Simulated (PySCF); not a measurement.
PySCF job for C3H5BFN, SMILES NB1C=C[C@@H]1F, TDA-CAM-B3LYP/def2-SVPD. The structure is a stationary point at B3LYP-D3(BJ)/def2-SVP. The structure was generated by enumeration; whether it is a known compound was not checked. Other conformers were not sampled.

```python
import numpy as np
from pyscf import gto, scf, dft, tdscf

mol = gto.M(
    atom='''
    N     1.93472750    0.55895579    0.45384556
    B     0.56922614    0.55245483    0.19847049
    C    -0.72549017    1.11859358    0.85389917
    C    -1.45142083    0.20559485    0.15850475
    C    -0.37876821   -0.32889287   -0.76971631
    F    -0.21251412   -1.71502385   -0.75264373
    H     2.35904238    1.08193411    1.21061519
    H     2.58679606   -0.01831891   -0.06408939
    H    -1.07164247    1.83944932    1.59892462
    H    -2.50739569   -0.09124946    0.22609035
    H    -0.50932118   -0.02333857   -1.82314413
    ''',
    basis='def2-SVPD',
    charge=0,
    spin=0,
    max_memory=1600,
    verbose=4,
)
mf = dft.RKS(mol, xc='cam-b3lyp').density_fit(auxbasis='def2-universal-jkfit')
mf.grids.level = 3
mf.conv_tol = 1e-9
mf.max_cycle = 100
mf.kernel()
mf.grids = dft.Grids(mol).set(level=1).build(with_non0tab=True)  # coarser grid for the response kernel
td = tdscf.TDA(mf)
td.singlet = True
td.nstates = 10
td.conv_tol = 1e-4
td.positive_eig_threshold = 1e-6
td.kernel(x0=td.get_init_guess(mf, 15))
td.analyze()
tt = tdscf.TDA(mf)
tt.singlet = False
tt.nstates = 4
tt.conv_tol = 1e-4
tt.positive_eig_threshold = 1e-6
tt.kernel(x0=tt.get_init_guess(mf, 9))
tt.analyze(verbose=3)
```

Output:

```
PySCF version 2.14.0

[INPUT] verbose = 4
[INPUT] num. atoms = 11
[INPUT] num. electrons = 44
[INPUT] charge = 0
[INPUT] spin (= nelec alpha-beta = 2S) = 0
[INPUT] symmetry False subgroup None
[INPUT] Mole.unit = angstrom
[INPUT] Symbol           X                Y                Z      unit          X                Y                Z       unit  Magmom
[INPUT]  1 N      1.934727500000   0.558955790000   0.453845560000 AA    3.656105100664   1.056273358840   0.857643811250 Bohr   0.0
[INPUT]  2 B      0.569226140000   0.552454830000   0.198470490000 AA    1.075681507543   1.043988324893   0.375054869908 Bohr   0.0
[INPUT]  3 C     -0.725490170000   1.118593580000   0.853899170000 AA   -1.370977727364   2.113835510897   1.613635569293 Bohr   0.0
[INPUT]  4 C     -1.451420830000   0.205594850000   0.158504750000 AA   -2.742787860189   0.388517959121   0.299530566943 Bohr   0.0
[INPUT]  5 C     -0.378768210000  -0.328892870000  -0.769716310000 AA   -0.715768181592  -0.621517448622  -1.454553019511 Bohr   0.0
[INPUT]  6 F     -0.212514120000  -1.715023850000  -0.752643730000 AA   -0.401593484403  -3.240925373597  -1.422290519071 Bohr   0.0
[INPUT]  7 H      2.359042380000   1.081934110000   1.210615190000 AA    4.457944014442   2.044559152725   2.287731151338 Bohr   0.0
[INPUT]  8 H      2.586796060000  -0.018318910000  -0.064089390000 AA    4.888336093504  -0.034617722801  -0.121111394590 Bohr   0.0
[INPUT]  9 H     -1.071642470000   1.839449320000   1.598924620000 AA   -2.025110771752   3.476055434817   3.021529625624 Bohr   0.0
[INPUT] 10 H     -2.507395690000  -0.091249460000   0.226090350000 AA   -4.738291140015  -0.172436488414   0.427248840907 Bohr   0.0
[INPUT] 11 H     -0.509321180000  -0.023338570000  -1.823144130000 AA   -0.962477539640  -0.044103505439  -3.445243091308 Bohr   0.0

nuclear repulsion = 205.583472061813
number of shells = 69
number of NR pGTOs = 233
number of NR cGTOs = 163
basis = def2-SVPD
ecp = {}


[settings echo left out]
init E= -297.257661350259
  HOMO = -0.308306101798561  LUMO = -0.0721853181940237  gap/eV = 6.42517
cycle= 1 E= -296.37533482578  delta_E= 0.882  |g|= 0.535  |ddm|= 4.86
  HOMO = -0.289749107967753  LUMO = 0.0297295019262709  gap/eV = 8.69346
cycle= 2 E= -296.36831297069  delta_E= 0.00702  |g|= 0.637  |ddm|= 1.18
  HOMO = -0.3263345238508  LUMO = 0.0218620325372312  gap/eV = 9.47491
cycle= 3 E= -296.436575019671  delta_E= -0.0683  |g|= 0.0634  |ddm|= 0.562
  HOMO = -0.336126114660446  LUMO = 0.0126453304341889  gap/eV = 9.49055
cycle= 4 E= -296.437339094125  delta_E= -0.000764  |g|= 0.0271  |ddm|= 0.11
  HOMO = -0.33152816573886  LUMO = 0.0175553139294751  gap/eV = 9.49905
cycle= 5 E= -296.437521666808  delta_E= -0.000183  |g|= 0.00563  |ddm|= 0.0498
  HOMO = -0.331980228628835  LUMO = 0.0172793738070962  gap/eV = 9.50384
cycle= 6 E= -296.437528285286  delta_E= -6.62e-06  |g|= 0.00213  |ddm|= 0.0096
  HOMO = -0.332116531033398  LUMO = 0.0171016418425616  gap/eV = 9.50271
cycle= 7 E= -296.437529377178  delta_E= -1.09e-06  |g|= 0.000547  |ddm|= 0.00315
  HOMO = -0.332105704485176  LUMO = 0.0171393898079102  gap/eV = 9.50344
cycle= 8 E= -296.43752947032  delta_E= -9.31e-08  |g|= 0.000157  |ddm|= 0.00141
  HOMO = -0.332105265024978  LUMO = 0.0171364829628309  gap/eV = 9.50335
cycle= 9 E= -296.437529479302  delta_E= -8.98e-09  |g|= 5.98e-05  |ddm|= 0.000339
  HOMO = -0.332106419702917  LUMO = 0.0171384890970372  gap/eV = 9.50344
cycle= 10 E= -296.437529480625  delta_E= -1.32e-09  |g|= 2.36e-05  |ddm|= 0.000152
  HOMO = -0.332106198547714  LUMO = 0.0171390716957061  gap/eV = 9.50345
cycle= 11 E= -296.437529480811  delta_E= -1.86e-10  |g|= 7.33e-06  |ddm|= 4.59e-05
  HOMO = -0.332106266492556  LUMO = 0.0171391323620096  gap/eV = 9.50345
Extra cycle  E= -296.437529480815  delta_E= -3.98e-12  |g|= 7.83e-06  |ddm|= 2.68e-05
converged SCF energy = -296.437529480815
tot grids = 43504
Overwritten attributes  positive_eig_threshold  of <class 'pyscf.tdscf.rks.TDA'>


******** <class 'pyscf.tdscf.rks.TDA'> for <class 'pyscf.df.df_jk.DFRKS'> ********
nstates = 10 singlet
deg_eia_thresh = 1.000e-03
wfnsym = None
conv_tol = 0.0001
eigh lindep = 1e-12
eigh level_shift = 0
eigh max_cycle = 100


Excitation energies (eV)
[6.04504245 6.60630419 6.99891731 7.05483198 7.48845039 7.60716379
 7.7889879  7.9458053  8.01321566 8.30370403]

** Singlet excitation energies and oscillator strengths **
Excited State   1:      6.04504 eV    205.10 nm  f=0.0193
      21 -> 23        0.54882
      22 -> 23        0.41545
Excited State   2:      6.60630 eV    187.68 nm  f=0.0187
      18 -> 23        0.14793
      19 -> 23       -0.25442
      20 -> 23       -0.57851
      21 -> 23       -0.15836
      22 -> 23        0.15899
Excited State   3:      6.99892 eV    177.15 nm  f=0.1900
      18 -> 23        0.13994
      20 -> 23        0.25033
      21 -> 23       -0.33663
      22 -> 23        0.46579
      22 -> 24        0.19528
Excited State   4:      7.05483 eV    175.74 nm  f=0.0624
      19 -> 24       -0.16751
      21 -> 23       -0.13690
      22 -> 23        0.11035
      22 -> 24       -0.62155
Excited State   5:      7.48845 eV    165.57 nm  f=0.0268
      21 -> 24       -0.26317
      21 -> 25       -0.29985
      21 -> 26       -0.19849
      21 -> 27        0.14690
      22 -> 23       -0.10128
      22 -> 25       -0.42136
      22 -> 26       -0.18289
      22 -> 27        0.12147
Excited State   6:      7.60716 eV    162.98 nm  f=0.0474
      17 -> 23       -0.13225
      18 -> 23        0.53335
      19 -> 23       -0.28451
      20 -> 23        0.17518
      21 -> 23        0.14798
      22 -> 23       -0.15210
Excited State   7:      7.78899 eV    159.18 nm  f=0.0435
      19 -> 24        0.11536
      20 -> 24       -0.12379
      21 -> 24       -0.55663
      21 -> 25        0.10663
      21 -> 27       -0.12944
      22 -> 24       -0.14845
      22 -> 25        0.13462
      22 -> 26        0.17946
      22 -> 27       -0.16387
Excited State   8:      7.94581 eV    156.04 nm  f=0.0497
      19 -> 23        0.10694
      19 -> 24       -0.16167
      21 -> 24       -0.14959
      21 -> 25       -0.16088
      22 -> 25        0.38160
      22 -> 26       -0.46757
Excited State   9:      8.01322 eV    154.72 nm  f=0.0234
      18 -> 23       -0.17465
      19 -> 23       -0.32912
      21 -> 25        0.31401
      21 -> 26        0.19222
      21 -> 27       -0.18000
      22 -> 25       -0.14800
      22 -> 26       -0.33887
Excited State  10:      8.30370 eV    149.31 nm  f=0.1015
      18 -> 23        0.21789
      19 -> 23        0.40123
      19 -> 24        0.13105
      20 -> 23       -0.12312
      20 -> 25        0.21777
      20 -> 26        0.11526
      20 -> 27       -0.13279
      21 -> 25        0.19766
      22 -> 25       -0.18702
      22 -> 26       -0.16505

** Transition electric dipole moments (AU) **
state          X           Y           Z        Dip. S.      Osc.
  1        -0.2287     -0.2308     -0.1574      0.1304      0.0193
  2        -0.2991     -0.1556     -0.0427      0.1155      0.0187
  3        -0.9038     -0.3414     -0.4175      1.1078      0.1900
  4        -0.5257     -0.2900      0.0186      0.3608      0.0624
  5        -0.0521      0.2498      0.2849      0.1463      0.0268
  6         0.4896      0.0419      0.1126      0.2541      0.0474
  7         0.3941      0.1973     -0.1833      0.2278      0.0435
  8         0.2912     -0.3485      0.2217      0.2554      0.0497
  9        -0.2379      0.0186      0.2497      0.1193      0.0234
 10        -0.4720      0.5018      0.1567      0.4991      0.1015

** Transition velocity dipole moments (imaginary part, AU) **
state          X           Y           Z        Dip. S.      Osc.
  1        -0.0166      0.0146     -0.0070      0.0005      0.0016
  2        -0.0217      0.0347     -0.0464      0.0038      0.0105
  3        -0.0554      0.0090     -0.0425      0.0050      0.0128
  4        -0.0518     -0.0424      0.0422      0.0063      0.0161
  5        -0.0316      0.0689     -0.0040      0.0058      0.0139
  6         0.0595     -0.0008      0.0061      0.0036      0.0085
  7         0.0755      0.0564     -0.0167      0.0092      0.0213
  8         0.0563     -0.1029      0.0714      0.0189      0.0430
  9        -0.0185     -0.0142      0.0736      0.0060      0.0135
 10        -0.1258      0.0616      0.0134      0.0198      0.0433

** Transition magnetic dipole moments (imaginary part, AU) **
state          X           Y           Z
  1         0.3581      0.2878     -0.1159
  2         0.1115      0.6208      0.3388
  3        -0.3807      0.3121     -0.6093
  4        -0.1943      0.8440      0.3722
  5         0.3381      0.0409      0.4441
  6        -0.6697      0.0872      0.7654
  7        -0.1239      0.1372     -0.3414
  8        -0.3914     -0.0905      0.0236
  9        -0.3831     -0.0888     -0.3581
 10        -0.3988     -0.4323     -0.0306


******** <class 'pyscf.tdscf.rks.TDA'> for <class 'pyscf.df.df_jk.DFRKS'> ********
nstates = 4 triplet
deg_eia_thresh = 1.000e-03
wfnsym = None
conv_tol = 0.0001
eigh lindep = 1e-12
eigh level_shift = 0
eigh max_cycle = 100


Excitation energies (eV)
[4.21055783 5.78707459 6.00358396 6.48753177]

** Triplet excitation energies and oscillator strengths **
Excited State   1:      4.21056 eV    294.46 nm  f=0.0000
Excited State   2:      5.78707 eV    214.24 nm  f=0.0000
Excited State   3:      6.00358 eV    206.52 nm  f=0.0000
Excited State   4:      6.48753 eV    191.11 nm  f=0.0000
```

The calculation finished and met its thresholds.

Cost: about 5 core-minutes (a rough figure).
